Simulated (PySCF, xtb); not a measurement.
borazine cation (B3H6N3), SMILES B1NBNBN1 (connectivity only; charge and spin as stated), charge +1, multiplicity 2.

Geometry optimised at PBE-D3(BJ)/def2-SVP. A frequency run showed that this geometry is not a minimum. The spin state was assumed, not searched.

Calculation: PySCF with C-PCM-B3LYP/def2-SVP.

The values are the electrostatic part of the solvation free energy, E(continuum) − E(gas) at the gas-phase geometry, in a cavity of scaled van der Waals radii (PySCF's table); cavitation and dispersion terms are not included.

| solvent | ε | ΔG(elec) (kcal/mol) |
|---|---|---|
| water | 78.36 | -56.5 |
| tetrahydrofuran | 7.43 | -49.5 |
| methanol | 32.61 | [?] |

Problem. Complete the blanks. (The exact figures need the calculation; the answer reports its results.)

Solution. 
- methanol, ΔG(elec) (kcal/mol): -55.5

For comparison, GFN2-xTB/ALPB(water) (xtb, at the GFN2-xTB geometry, all terms of that model) gives -53.0 kcal/mol.
